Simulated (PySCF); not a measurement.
Unknown compound

An unknown has the formula C$_{2}$H$_{10}$ClNSi$_{4}$. Its calculated NMR data are:

¹H NMR (600 MHz, computed): δ 5.95 (m, 1H), 4.74 (s, 6H), 4.35 (m, 1H), 4.27 (m, 1H), 1.98 (m, 1H).

¹³C{¹H} NMR (computed): δ 107.7, 81.4.

Calculated, not measured (PySCF): shieldings: GIAO PBE0/pcSseg-1, geometry: GFN2-xTB. No relativistic terms, one averaged value for each set of equivalent atoms, gas phase, one computed conformer.

Shifts are taken against calculated references (same method and geometry level): ¹H and ¹³C against TMS.

**Question.** Propose a structure and justify it.

**Answer.** 
- The formula gives 2 degrees of unsaturation (no ring in the answer).
- 2 carbon signals for 2 carbons: no two carbons are equivalent.
- Carbon types of the structure: 1 × C, 1 × CH, leaving 9 H on heteroatoms.
- δC 107.7: terminal alkyne carbon.
- δC 81.4: alkyne carbon; the triple bond shields along its axis, which puts it between sp3 and sp2 carbons.
- δH 5.95: hydrogen on a silicon bonded to Cl, N, Si.
- δH 4.74: hydrogen on a silicon bonded to N.
- δH 4.35, 4.27: hydrogen on a silicon bonded to C, Si.
- δH 1.98: hydrogen on a terminal alkyne carbon; it lies on the axis of the triple bond, in its shielding cone.

Structure: SMILES N([Si@@H]([SiH2]C#C)Cl)([SiH3])[SiH3].

This is the structure that produced the data.

Shifts are as computed. Against solution values, carbons near 30 ppm lie about +3 ppm off and those near 130 ppm about +5 ppm. Of 1309 compounds with measured shifts, 239 miss one by over three times the rms of a fit or turn the order of signals round; such compounds aren't used in these exercises. No couplings were computed; multiplicities are counted from neighbouring protons, with m where these are inequivalent, close in shift, in a saturated or five-membered ring or joined by F or P, and br s for small geminal =CH2 splittings.
